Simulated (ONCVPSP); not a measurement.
**lithium (Li): variants of one ONCV potential**

Base potential:

ONCVPSP 4.0.1 input, shortened (lines: element, Z, core and valence counts, functional; n l f; lmax; l rc ep ncon nbas qcut; lloc lpopt rc5 dvloc0; l nproj debl; icmod fcfact rcfact), revPBE, non-relativistic:

```
  Li 3.00    0    2  -102130      upf
    1    0    2.00
    2    0    1.00
    2
    0    1.10    0.00    4    8    8.50
    1    0.95    0.13    4    9    9.10
    2    1.10    0.15    4    8    7.60
    4    5    0.90    0.00
    0    2    2.30
    1    1    2.70
    2    2    3.30
    0    0.00    0.00
```

Cutoffs, loose and tight: the cutoffs (Ha) at which the residual kinetic energy of the hardest occupied pseudo-wave falls to 1 and 0.1 mHa per electron. They do not see the model core or the augmentation charge, which bear on the density cutoff. Test errors are all-electron minus pseudo excitation energies from the reference, over the configurations 1s2 2s0; 1s2 2s0.5; 1s2 2s0 2p1; 1s1 2s1. A dash means not determined; rows that change the core or the reference have their own tests.

```csv
change,outcome,"cutoff, loose","cutoff, tight",bound ghosts,GHOST(+) flags above zero,largest test error (meV)
base,generated,33 Ha,93 Ha,none,none,+1078
p: qcut 10,generated,33 Ha,93 Ha,none,none,+1078
d: debl 1.5,generated,33 Ha,93 Ha,none,none,+1078
"local potential polynomial inside 0.90 bohr (lpopt 5, dvloc0 4.5 Ha)",generated,33 Ha,93 Ha,none,none,+1075
"d: rc 0.84; local potential polynomial inside 0.84 bohr (lpopt 5, dvloc0 0 Ha)",generated,33 Ha,93 Ha,none,none,+1078
"local potential polynomial inside 0.80 bohr (lpopt 5, dvloc0 6 Ha)",generated,33 Ha,93 Ha,none,none,+1075
"scalar-relativistic; d: rc 0.95, qcut 8.8",generated,33 Ha,93 Ha,none,none,+1078
d: nproj 3,generated,33 Ha,93 Ha,none,d,+1078
"d: ncon 5, nbas 9",generated,33 Ha,93 Ha,none,none,+1078
```

(1) What comes out with this change to the base: s: qcut 5.6?

(2) What comes out with this change to the base: s: qcut 9.2; p: qcut 9.8; d: qcut 8.2?

## Answers

(1) outcome: generated; cutoff, loose: 138 Ha; cutoff, tight: 162 Ha; bound ghosts: none; GHOST(+) flags above zero: none; largest test error (meV): +1791.

(2) outcome: generated; cutoff, loose: 36 Ha; cutoff, tight: 44 Ha; bound ghosts: none; GHOST(+) flags above zero: none; largest test error (meV): +971.
